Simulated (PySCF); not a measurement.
Two species compared at the same levels of theory.

First species: C3H7FN4Si.
SMILES: `CN[SiH2]N1C=NN=C1F`

Second species: C7H6N2.
Numbering: `[N:1]#[C:2][CH:3]([C:4]#[N:5])[C@@H:6]1[CH:7]=[CH:8][CH2:9]1` (hydrogens: H10 on C3; H11 on C6; H12 on C7; H13 on C8; H14, H15 on C9)

Levels: PBE0/def2-SVPD for dipole moment, HOMO energy, LUMO energy, HOMO–LUMO gap, static isotropic polarisability and electronic spatial extent ⟨r²⟩ about the centre of nuclear charge; TDDFT PBE0/def2-SVPD for lowest singlet excitation; TDA PBE0/def2-SVPD for lowest triplet excitation (Tamm–Dancoff); GFN2-xTB for rotational constant A and rotational constant C. Geometries: GFN2-xTB. Each species is one conformer at its optimised geometry, gas phase, non-relativistic unless stated. Electronic properties by PySCF.

Dipoles, sizes and rotational constants follow the conformer. The torsions of the flexible species, by atom-mapped SMILES:
- `[CH3:1][NH:2][SiH2:3][n:4]1[cH:5][n:6][n:7][c:8]1[F:9]`: C1–N2–Si3–N4 -172°, N2–Si3–N4–C5 21°
- `[N:1]#[C:2][CH:3]([C:4]#[N:5])[C@@H:6]1[CH:7]=[CH:8][CH2:9]1`: C2–C3–C6–C7 -73°

Values for the first species:

| Item | Value |
| --- | --- |
| Dipole moment | 6.87 D |
| HOMO energy | -7.56 eV |
| LUMO energy | -0.36 eV |
| HOMO–LUMO gap | 7.20 eV |
| Lowest singlet excitation | 5.88 eV |
| Lowest triplet excitation (Tamm–Dancoff) | 4.86 eV |
| Static isotropic polarisability | 84.9 au |
| Electronic spatial extent ⟨r²⟩ about the centre of nuclear charge | 1591 bohr² |
| Rotational constant A | 3.056 GHz |
| Rotational constant C | 0.685 GHz |

**Question.** Estimate the same properties for the second species, and the change in each.

**Answer.** 
```tsv
property	first	second	second less first
dipole moment	6.87 D	4.89 D	-1.98 D
HOMO energy	-7.56 eV	-8.24 eV	-0.68 eV
LUMO energy	-0.36 eV	-0.63 eV	-0.27 eV
HOMO–LUMO gap	7.20 eV	7.61 eV	+0.41 eV
lowest singlet excitation	5.88 eV	6.93 eV	+1.05 eV
lowest triplet excitation (Tamm–Dancoff)	4.86 eV	4.34 eV	-0.52 eV
static isotropic polarisability	84.9 au	82.3 au	-2.6 au
electronic spatial extent ⟨r²⟩ about the centre of nuclear charge	1591 bohr²	1185 bohr²	-406 bohr²
rotational constant A	3.056 GHz	2.421 GHz	-0.635 GHz
rotational constant C	0.685 GHz	0.936 GHz	+0.251 GHz
```

On the first: The vertical singlet–triplet gap S1 − T1 is 1.02 eV (TDDFT singlet less Tamm–Dancoff triplet; S1: HOMO→LUMO+1, weight 0.61; T1: HOMO−1→LUMO+1, weight 0.53). The polarisability is 12.58 Å³ as a volume (1 au = 0.148185 Å³), or 1.12 au for each of the 76 electrons.

On the second: No computed singlet falls in the visible range (750 to 380 nm, 1.65 to 3.26 eV); S1 lies 3.67 eV above its blue end. S1 lies 0.68 eV below the HOMO–LUMO gap; its leading configuration is HOMO→LUMO+1, weight 0.47, beside HOMO→LUMO+2, weight 0.38.
